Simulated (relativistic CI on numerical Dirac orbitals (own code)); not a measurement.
**Co4+ in a cubic cluster: L2,3 absorption with charge transfer**

Computed with a charge-transfer multiplet model of a cubic metal-ligand cluster with up to 3 ligand holes, Slater and spin-orbit integrals from Dirac-Coulomb-Breit ions, Slater integrals scaled by 0.7. The parameters are those of a tetrahedral site (10Dq negative, t2 hopping the larger). The ground state mixes d5 with configurations of k ligand holes L, whose averages lie at kΔ + k(k − 1)U_dd/2; a core hole lowers each added d electron by U_cd. 300 K, Lorentzian 0.4 eV and Gaussian 0.3 eV FWHM.

Atomic integrals in eV (Slater integrals scaled, ζ unscaled), ground: F2dd 9.508, F4dd 5.971, zeta_d 0.080; with the core hole: F2dd 10.024, F4dd 6.297, zeta_d 0.102, zeta_core 9.658, F2cd 6.005, G1cd 4.623, G3cd 2.630.

Cluster parameters (eV): Δ = 1.8, U_dd = 7.4, U_cd = 8.2, 10Dq = -0.45, 10Dq(ligand) = 0, final-state hopping factor = 0.9.

```tsv
Case	n_d	d5	d6L	d7L2	d8L3	S
V(eg) = 0.72 eV, V(t2g) = -1.23 eV	5.20	0.81	0.18	0.01	0.00	2.50
V(eg) = 1.02 eV, V(t2g) = -1.74 eV	5.31	0.71	0.27	0.02	0.00	2.50
V(eg) = 1.32 eV, V(t2g) = -2.25 eV	5.40	0.63	0.34	0.03	0.00	2.50
```

Weights, n_d and S are thermal averages at 300 K. Photon energies count from the first peak over 30 % of the highest in each spectrum, which can be another peak from case to case. The parameters are a model scan and need not match a compound or its usual spin state. Peaks in eV (height, largest 100):
- V(eg) = 0.72 eV, V(t2g) = -1.23 eV: 0.0 (100), 1.1 (43), 2.7 (8), 3.9 (11), 14.6 (18), 16.3 (27)
- V(eg) = 1.02 eV, V(t2g) = -1.74 eV: -1.9 (8), 0.0 (100), 0.9 (45), 2.3 (9), 3.2 (9), 4.0 (9), 13.9 (12), 14.6 (17), 16.3 (26)
- V(eg) = 1.32 eV, V(t2g) = -2.25 eV: -1.9 (10), 0.0 (100), 0.8 (47), 2.3 (10), 3.3 (8), 4.1 (7), 13.9 (11), 14.7 (16), 16.3 (24)

For the case V(eg) = 1.32 eV, V(t2g) = -2.25 eV, Δ = 1.8 eV is smaller than U_dd = 7.4 eV, the charge-transfer side of the Zaanen-Sawatzky-Allen scheme. With the core hole the configuration with one ligand hole lies at Δ + U_dd − U_cd = 1.0 eV above the one without, against Δ in the ground state. The added d electron screens the hole, so the order of the configurations is kept and charge-transfer satellites are weaker than in photoemission.
